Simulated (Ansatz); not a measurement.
Ansatz (an electronic-structure program) input file for H2Sb, SMILES [SbH2] (connectivity only; charge and spin as stated), charge +1, multiplicity 1, PBE-D3(BJ)/def2-TZVPD. 

Ansatz 0.2 input:
```yaml
crystal:
  periodic: [false, false, false]
  atoms:
    - {symbol: Sb, position_ang: [0.00000000, -0.00000000, 0.04564832]}
    - {symbol: H, position_ang: [0.00000000, -1.21424575, -1.16403229]}
    - {symbol: H, position_ang: [0.00000000, 1.21424599, -1.16403206]}
basis:
  gaussian:
    orbitals: def2-TZVPD
hamiltonian:
  xc: pbe
  dispersion: d3bj
total_charge: 1
relax: {f_tol: 0.002, max_steps: 200}
```

It prints:

```
WARN ansatz: RAYON_NUM_THREADS=1 ignored (pool sized by the plan → 1); use --threads N
Functional definition: PBE
integrals: 0.01 GiB planned
515 factors; their error is unknown
mean field: 0.14 GiB planned
mean field evaluation 1: about -6559.2310 eV, gradient 1.8e1 eV
mean field evaluation 2: about -6559.2379 eV, gradient 2.0e1 eV
mean field evaluation 4: about -6560.3578 eV, gradient 9.7e-1 eV
mean field evaluation 8: about -6560.3460 eV, gradient 2.3e-1 eV
mean field -6560.34612622 eV, -241.0882733761 hartree, gradient 3.5e-5 eV, S^2 0.000000; 0 other end points of the search recorded, 0 dependent functions left out
the calculation of the forces begins
reference -6560.34616121 eV, -241.0882746620 hartree; 12, 12 occupied and 62, 62 virtual orbitals, 515 factors
relax step   1: F+E_penalty+E_count = -6560.37444111 eV  Δ(F+E_penalty+E_count) = +0.000e0 eV  max|allowed force component| = 2.777e-1 eV/Å  Δτ_max = 0.0000 Å  (25 SCF iters, accepted)
these checks for a lower state are left out or cut short: starts, cluster_reference, orbital_swaps, neighbouring_geometries, increment
integrals: 0.01 GiB planned
515 factors; their error is unknown
mean field: 0.14 GiB planned
mean field evaluation 16: about -6560.3582 eV, gradient 1.8e0 eV
mean field -6560.34696081 eV, -241.0883040469 hartree, gradient 1.4e-5 eV, S^2 0.000000; 0 other end points of the search recorded, 0 dependent functions left out
the calculation of the forces begins
reference -6560.34699583 eV, -241.0883053339 hartree; 12, 12 occupied and 62, 62 virtual orbitals, 515 factors
relax step   2: F+E_penalty+E_count = -6560.37529486 eV  Δ(F+E_penalty+E_count) = -8.537e-4 eV  max|allowed force component| = 1.996e-1 eV/Å  Δτ_max = 0.0232 Å  (30 SCF iters, accepted)
these checks for a lower state are left out or cut short: starts, cluster_reference, orbital_swaps, neighbouring_geometries, increment
integrals: 0.01 GiB planned
515 factors; their error is unknown
mean field: 0.14 GiB planned
mean field -6560.34851420 eV, -241.0883611328 hartree, gradient 1.5e-5 eV, S^2 0.000000; 0 other end points of the search recorded, 0 dependent functions left out
the calculation of the forces begins
reference -6560.34854923 eV, -241.0883624201 hartree; 12, 12 occupied and 62, 62 virtual orbitals, 515 factors
relax step   3: F+E_penalty+E_count = -6560.37682926 eV  Δ(F+E_penalty+E_count) = -1.534e-3 eV  max|allowed force component| = 4.557e-3 eV/Å  Δτ_max = 0.0128 Å  (30 SCF iters, accepted)
these checks for a lower state are left out or cut short: starts, cluster_reference, orbital_swaps, neighbouring_geometries, increment
integrals: 0.01 GiB planned
515 factors; their error is unknown
mean field: 0.14 GiB planned
mean field evaluation 32: about -6560.3616 eV, gradient 2.2e-1 eV
mean field -6560.34851816 eV, -241.0883612785 hartree, gradient 1.4e-5 eV, S^2 0.000000; 0 other end points of the search recorded, 0 dependent functions left out
the calculation of the forces begins
reference -6560.34855319 eV, -241.0883625657 hartree; 12, 12 occupied and 62, 62 virtual orbitals, 515 factors
relax step   4: F+E_penalty+E_count = -6560.37683528 eV  Δ(F+E_penalty+E_count) = -6.017e-6 eV  max|allowed force component| = 3.895e-4 eV/Å  Δτ_max = 0.0013 Å  (31 SCF iters, accepted)
integrals: 0.01 GiB planned
515 factors; their error is unknown
mean field: 0.14 GiB planned
mean field -6560.34851816 eV, -241.0883612785 hartree, gradient 1.4e-5 eV, S^2 0.000000; 1 other end points of the search recorded, 0 dependent functions left out
the calculation of the forces begins
reference -6560.34855319 eV, -241.0883625657 hartree; 12, 12 occupied and 62, 62 virtual orbitals, 515 factors
Total energy: -6560.37687030 eV, -241.0894032005 hartree
Atom 0 at    -0.000000    -0.000000     0.056643 Å, force    -0.000000     0.000000     0.000389 eV/Å
Atom 1 at     0.000000    -1.215359    -1.169530 Å, force     0.000000    -0.000277    -0.000195 eV/Å
Atom 2 at     0.000000     1.215359    -1.169529 Å, force     0.000000     0.000277    -0.000195 eV/Å
Dipole moment:     0.000000    -0.000000    -0.065074 e Å
```

Self-consistency was reached.
